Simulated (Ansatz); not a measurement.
`BC(C)(F)[SiH3]` + `C=CN[SiH3]` → `BN([SiH3])C=C` + `CC(F)[SiH3]` at 700 K and 1 bar (ligand exchange at a B–C bond).

Gas-phase electronic energies from Ansatz, PBE0-D4/def2-TZVP geometries. CBS: MP2 limit from def2 TZ/QZ plus the TZ coupled-cluster correction, frozen cores. This one scheme is used for every species. One conformer a species, not always the lowest.

```
         species  CCSD(T)/CBS energy (Eh)  H − E (kJ/mol)  S (J/(mol·K))
`BC(C)(F)[SiH3]`               -494.54641           334.0          487.0
    `C=CN[SiH3]`               -424.08767           293.8          432.8
 `BN([SiH3])C=C`               -449.51164           340.1          466.3
   `CC(F)[SiH3]`               -469.17172           288.8          429.0
```

H − E and S are ideal-gas, rigid-rotor, harmonic terms from PBE0-D4/def2-TZVP, for one conformer and one mirror image of each species. 1 Eh = 2625.50 kJ/mol, R = 8.31446 J/(mol·K).

Problem. By hand: ΔE, ΔH, ΔS and ΔG.

Solution. ΔE = (-449.51164) + (-469.17172) − (-494.54641) − (-424.08767) = -0.04928 Eh = -129.4 kJ/mol. Δ(H − E) = 340.1 + 288.8 − 334.0 − 293.8 = 1.1, so ΔH = -128.3 kJ/mol. ΔS = 466.3 + 429.0 − 487.0 − 432.8 = -24.5 J/(mol·K). ΔG = -128.3 − 700 × (-24.5)/1000 = -111.2 kJ/mol.

Problem. By hand: the equilibrium constant, and the temperature at which ΔG would vanish if ΔH and ΔS stayed fixed.

Solution. log₁₀ K = −ΔG/(RT ln 10) = 8.3. ΔG = 0 at ΔH/ΔS = 5237 K, far beyond where these terms or the molecules hold.

ΔH outweighs TΔS. A doubt of 5 kJ/mol in ΔE shifts log₁₀ K by 0.4 here. Other conformers and mirror images would add mixing entropy, several J/(mol·K) or more a flexible species. These are equilibria of isolated gas molecules and say nothing of rates. Largest T1 diagnostic: 0.013 (customary marks: 0.02 for closed shells, 0.045 for open ones).
